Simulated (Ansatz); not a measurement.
Br$_{3}$Ga, SMILES `[Br][Ga]([Br])[Br]` with one electron removed (charge 1, multiplicity 2), Ansatz (an electronic-structure program) with frozen-core CCSD(T)/cc-pVTZ // ωB97X-D3(BJ)/def2-TZVP. The calculation was stopped at its time limit.

Ansatz 0.2 input:
```yaml
crystal:
  periodic: [false, false, false]
  atoms:
    - { symbol: Br, position_ang: [2.105263, -0.793604, 0.152784] }
    - { symbol: Ga, position_ang: [0.005239, -0.003312, 0.000869] }
    - { symbol: Br, position_ang: [-1.736908, -1.424497, 0.046332] }
    - { symbol: Br, position_ang: [-0.354397, 2.207348, -0.201334] }
basis:
  gaussian: { orbitals: cc-pVTZ }
correlation:
  method: ccsd_t
total_charge: 1
magnetization:
  spin_polarized: true
  initial_magnetization: 1
```

The last lines of the output:

```
mean field evaluation 672: about -262330.8038 eV, gradient 1.7e-1 eV
mean field evaluation 704: about -262329.8915 eV, gradient 7.2e-1 eV
mean field evaluation 736: about -262330.9614 eV, gradient 4.5e-1 eV
mean field -262331.03586089 eV, -9640.4877535251 hartree, gradient 3.0e-6 eV, S^2 0.760020; 26 other end points of the search recorded, 0 dependent functions left out
determinant -262331.03586089 eV, -9640.4877535251 hartree, with singles and doubles -262352.95459507 eV, -9641.2932521491 hartree
determinant -262331.03501356 eV, -9640.4877223865 hartree, with singles and doubles -262352.95377467 eV, -9641.2932219999 hartree
determinant -262331.03439692 eV, -9640.4876997254 hartree, with singles and doubles -262352.95315355 eV, -9641.2931991744 hartree
determinant -262330.80536284 eV, -9640.4792828780 hartree, with singles and doubles -262352.70603926 eV, -9641.2841178916 hartree
determinant -262330.80431205 eV, -9640.4792442624 hartree, with singles and doubles -262352.70502130 eV, -9641.2840804825 hartree
determinant -262330.62489177 eV, -9640.4726506886 hartree, with singles and doubles -262352.92887405 eV, -9641.2923069191 hartree
determinant -262330.62387562 eV, -9640.4726133457 hartree, with singles and doubles -262352.92804544 eV, -9641.2922764683 hartree
determinant -262330.62266805 eV, -9640.4725689685 hartree, with singles and doubles -262352.92705559 eV, -9641.2922400920 hartree
determinant -262330.32424887 eV, -9640.4616022658 hartree, with singles and doubles -262352.93084169 eV, -9641.2923792288 hartree
determinant -262330.32250941 eV, -9640.4615383418 hartree, with singles and doubles -262352.69222148 eV, -9641.2836100977 hartree
determinant -262330.07568040 eV, -9640.4524675431 hartree, with singles and doubles -262352.62258762 eV, -9641.2810511006 hartree
determinant -262330.07536676 eV, -9640.4524560169 hartree, with singles and doubles -262352.62222762 eV, -9641.2810378705 hartree
determinant -262330.07504826 eV, -9640.4524443123 hartree, with singles and doubles -262352.62186868 eV, -9641.2810246799 hartree
determinant -262329.06424687 eV, -9640.4152980463 hartree, with singles and doubles -262351.76326936 eV, -9641.2494717369 hartree
determinant -262328.38132955 eV, -9640.3902012977 hartree, with singles and doubles -262351.04851749 eV, -9641.2232050901 hartree
determinant -262331.03586089 eV, -9640.4877535251 hartree, with singles and doubles -262352.99167999 eV, -9641.2946149948 hartree
```
